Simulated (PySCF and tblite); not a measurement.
The numbers below are computed, except where a source is named.
System: C₅H₁₃NSi, numbered as in [CH3:1][Si:2]([CH3:3])([CH3:4])[N:5]1[CH2:6][CH2:7]1.

Motion: pyramidal inversion at N5. GFN2-xTB gives an electronic barrier of 2.8 kcal/mol.

BP86/pcSseg-1 + D3(BJ) on GFN2-xTB geometries gives 3.2 kcal/mol and k(298 K) = 1×10¹¹ s⁻¹.

(1) What does CAM-B3LYP/pcSseg-1 + D3(BJ) give on GFN2-xTB geometries?

Programs: tblite and PySCF.

## Answers

(1) A barrier of 2.7 kcal/mol, 0.4 below the first DFT barrier (from unrounded values) and, with GFN2-xTB thermal terms, ΔG‡(298 K) = 2.4 kcal/mol and k = 2.1×10¹¹ s⁻¹ (2 equivalent paths).
